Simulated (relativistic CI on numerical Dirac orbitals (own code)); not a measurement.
**Sm3+ (4f5) in a crystal field**

Calculated by Dirac-Coulomb-Breit CI, KLI orbitals optimised for each configuration, model QED (radiative potential, 1s self-energy scaled to tabulated hydrogen-like ionisation energies), valence Slater integrals scaled by 0.75, one configuration in a parametric crystal field (own radial code).

Field parameters in Wybourne normalisation. The field is a parameter set, without covalency.

S is read from ⟨S²⟩ = S(S + 1).

Powder χT (cm³ K mol⁻¹) by Van Vleck's formula, with temperature-independent terms:

| Field | 2 K | 5 K | 10 K | 20 K | 50 K | 100 K | 200 K | 300 K |
| --- | --- | --- | --- | --- | --- | --- | --- | --- |
| D3d, B20 = 1080, B40 = 430, B43 = -1540, B60 = 730, B63 = -450, B66 = -220 cm⁻¹ | 0.0306 | 0.0338 | 0.0392 | 0.0499 | 0.0825 | 0.133 | 0.223 | 0.314 |
| D4h, B20 = -110, B40 = 2400, B44 = 1240, B60 = 380, B64 = 860 cm⁻¹ | 0.0121 | 0.0152 | 0.0203 | 0.0306 | 0.0616 | 0.118 | 0.224 | 0.318 |

Q: For D3d, B20 = 1080, B40 = 430, B43 = -1540, B60 = 730, B63 = -450, B66 = -220 cm⁻¹: what effective moment follows at 300 K?

A: μ_eff = √(8χT) = 1.58 μB. The LS value g√(J(J + 1)) of the free ion's ⁶H°5/2 level is 0.85 μB.
